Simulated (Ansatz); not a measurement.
Geometry optimisation, RHF/STO-3G (Ansatz 0.2.0).

Input file:

```yaml
crystal:
  periodic: [false, false, false]
  atoms:
    - { symbol: C, position_ang: [-1.6389, 0.3995, -0.3171] }
    - { symbol: Si, position_ang: [0.0607, -0.0182, -0.1634] }
    - { symbol: C, position_ang: [0.4659, -1.5926, 0.6032] }
    - { symbol: F, position_ang: [0.017, -1.6458, 1.8578] }
    - { symbol: C, position_ang: [1.3359, 1.308, -0.2982] }
    - { symbol: O, position_ang: [1.0406, 0.4923, -1.3984] }
    - { symbol: H, position_ang: [-2.1877, -0.2177, -1.0172] }
    - { symbol: H, position_ang: [-1.7697, 1.4821, -0.7129] }
    - { symbol: H, position_ang: [-2.207, 0.4086, 0.6731] }
    - { symbol: H, position_ang: [1.5801, -1.7202, 0.7639] }
    - { symbol: H, position_ang: [0.1158, -2.4543, 0.0755] }
    - { symbol: H, position_ang: [2.2821, 1.1627, 0.2651] }
    - { symbol: H, position_ang: [0.9255, 2.3609, -0.3166] }
basis:
  gaussian: { orbitals: STO-3G }
hamiltonian:
  xc: hf
relax:
  f_tol: 0.02
  max_steps: 40
scf:
  lower_state_search: "off"
```

Run as:

```bash
$ ansatz run input.yaml --threads 1 --pin off --max-ram 2048MiB --backend cpu --events-out ev --progress --plain --runs-dir out
```

Where does it end, and by what steps?

It converged. Limits of this set-up: minimal basis. After 11 steps the energy has fallen by 1.163 eV; H10 moved furthest, 0.23 Å.

```csv
step,energy less start (eV),largest force component (eV/Å),accepted
0,0.0000,4.859,yes
1,-1.0065,1.504,yes
2,-1.1481,0.512,yes
3,-1.1608,0.114,yes
4,-1.1618,0.033,yes
5,-1.1622,0.023,yes
6,-1.1624,0.025,yes
7,-1.1628,0.031,yes
8,-1.1631,0.047,yes
9,-1.1633,0.050,yes
10,-1.1634,0.031,yes
11,-1.1634,0.008,yes
```

```xyz
13
Properties=species:S:1:pos:R:3
C -1.720 0.428 -0.346
Si 0.084 0.052 -0.152
C 0.486 -1.611 0.638
F 0.114 -1.685 1.979
C 1.319 1.336 -0.182
O 1.131 0.532 -1.392
H -2.223 -0.341 -0.917
H -1.862 1.370 -0.860
H -2.209 0.497 0.617
H 1.563 -1.800 0.552
H -0.015 -2.416 0.087
H 2.292 1.218 0.288
H 1.060 2.385 -0.297
```

Whether the end is a true minimum wasn't checked by a vibrational analysis.

The run took 24 s on 1 CPU thread of a shared host.
